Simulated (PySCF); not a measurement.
C4H6OSe, SMILES O=C1CC[C@@H]1[SeH].

The structure is a stationary point at B3LYP-D3(BJ)/def2-SVP. The structure was generated by enumeration; whether it is a known compound was not checked. Other conformers were not sampled.

Two levels are set side by side: PBE/def2-TZVP (PySCF) and ωB97X/def2-TZVP (PySCF). Same geometry, gas phase. Differences are taken from unrounded values.

```json
[
 {"quantity": "orbital gap (eV)", "ωB97X": "9.86"},
 {"quantity": "highest occupied level (eV)", "ωB97X": "-9.02"},
 {"quantity": "lowest empty level (eV)", "ωB97X": "0.84"},
 {"quantity": "dipole moment (D)", "ωB97X": "2.59"},
 {"quantity": "mean polarisability (bohr³)", "ωB97X": "72.0"}
]
```

Problem. What does PBE give, and how far is it from ωB97X? (The exact figures need the calculation; the answer reports its results.)

Solution. 
```tsv
quantity	PBE	PBE minus ωB97X
orbital gap (eV)	3.08	-6.78
highest occupied level (eV)	-5.48	3.54
lowest empty level (eV)	-2.39	-3.24
dipole moment (D)	2.41	-0.18
mean polarisability (bohr³)	75.9	3.9
```

Without exact exchange PBE keeps part of each electron's self-repulsion, which lifts occupied levels and narrows the gap. Loosely held outer electrons make PBE densities more polarisable. Differences between two approximate levels are no errors against the true value.

Rough cost on one machine, each run with all the roots and properties that it gave: ωB97X against PBE within a factor of 2.
